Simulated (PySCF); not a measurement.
Running PySCF for NaCa⁺

The script input.py:

```python
from pyscf import gto, scf

mol = gto.M(
    atom='Na 0 0 0; Ca 0 0 2.939',
    basis='lanl2dz',
    ecp={'Na': 'lanl2dz', 'Ca': 'lanl2dz'},
    charge=1,
    spin=0,
    verbose=4,
)
mf = scf.RHF(mol)
mf.kernel()
mf.stability(internal=True, external=True)
mf.dip_moment()
print('orbital energies (hartree):', mf.mo_energy[..., max(0, mol.nelec[1]-3):mol.nelec[0]+3].round(4))
```

```bash
$ OMP_NUM_THREADS=1 python input.py
```

It prints (some set-up lines removed):

```
PySCF version 2.14.0

[INPUT] Symbol           X                Y                Z      unit          X                Y                Z       unit  Magmom
[INPUT]  1 Na     0.000000000000   0.000000000000   0.000000000000 AA    0.000000000000   0.000000000000   0.000000000000 Bohr   0.0
[INPUT]  2 Ca     0.000000000000   0.000000000000   2.939000000000 AA    0.000000000000   0.000000000000   5.553905080097 Bohr   0.0

nuclear repulsion = 1.80053491296359
number of shells = 9
number of NR pGTOs = 32
number of NR cGTOs = 20
basis = lanl2dz
ecp = {'Na': 'lanl2dz', 'Ca': 'lanl2dz'}

******** <class 'pyscf.scf.hf.RHF'> ********
method = RHF
initial guess = minao
damping factor = 0
level_shift factor = 0
DIIS = <class 'pyscf.scf.diis.CDIIS'>
SCF conv_tol = 1e-09
SCF max_cycles = 50
Initial guess from minao.
init E= -39.0825708833573
  HOMO = -0.0595319257923084  LUMO = 0.0331070674423009  gap/eV = 2.52084
cycle= 1 E= -35.8850084059623  delta_E=  3.2  |g|= 0.711  |ddm|=  2.8
  HOMO = -0.375160007583741  LUMO = -0.244015748182573  gap/eV = 3.56862
cycle= 2 E= -36.2190739966323  delta_E= -0.334  |g|= 0.0787  |ddm|= 2.85
  HOMO = -0.37664992018068  LUMO = -0.146518092869964  gap/eV = 6.26221
cycle= 3 E= -36.224168764255  delta_E= -0.00509  |g|= 0.0165  |ddm|= 0.268
  HOMO = -0.372534363069411  LUMO = -0.141360531358137  gap/eV = 6.29056
cycle= 4 E= -36.2247816518031  delta_E= -0.000613  |g|= 0.00449  |ddm|= 0.0803
  HOMO = -0.371144900348865  LUMO = -0.139995459305141  gap/eV = 6.28990
cycle= 5 E= -36.2248365442515  delta_E= -5.49e-05  |g|= 0.000372  |ddm|= 0.0289
  HOMO = -0.371188009370671  LUMO = -0.139947930025438  gap/eV = 6.29236
cycle= 6 E= -36.224836870876  delta_E= -3.27e-07  |g|= 3.98e-05  |ddm|= 0.00284
  HOMO = -0.371192421276788  LUMO = -0.139947191298321  gap/eV = 6.29250
cycle= 7 E= -36.224836873639  delta_E= -2.76e-09  |g|= 2.69e-06  |ddm|= 0.000294
  HOMO = -0.371192466935773  LUMO = -0.139947425681469  gap/eV = 6.29250
cycle= 8 E= -36.2248368736542  delta_E= -1.52e-11  |g|= 5.05e-07  |ddm|= 4.09e-05
  HOMO = -0.371192537935874  LUMO = -0.139947548730287  gap/eV = 6.29250
Extra cycle  E= -36.2248368736547  delta_E= -5.26e-13  |g|= 1.64e-07  |ddm|= 7.45e-06
converged SCF energy = -36.2248368736547
rhf_internal: lowest eigs of H = [0.59089433 0.67030027 0.67030503]
<class 'pyscf.scf.hf.RHF'> wavefunction is stable in the internal stability analysis
rhf_real2complex: lowest eigs of H = [0.08517339 0.10270401 0.10270488]
<class 'pyscf.scf.hf.RHF'> wavefunction is stable in the real -> complex stability analysis
rhf_external: lowest eigs of H = [0.00104941 0.02147632 0.02147701]
<class 'pyscf.scf.hf.RHF'> wavefunction is stable in the RHF/RKS -> UHF/UKS stability analysis

WARN: System has nonzero charge 1; the dipole moment is origin-dependent.
Location of origin: [0. 0. 0.]

Dipole moment(X, Y, Z, Debye): -0.00000, -0.00000,  8.42570
orbital energies (hartree): [-1.5302 -1.5302 -0.3712 -0.1399 -0.1158 -0.1158]
```

In short: E(SCF) = -36.224837 Eh, 8 cycles, internal stable; real -> complex stable; RHF/RKS -> UHF/UKS stable.

It ran on Arm Neoverse V1 (1 thread, shared host) in 0.87 s.

The bond length is a typed value, not an optimised one. The dipole of an ion depends on the origin.
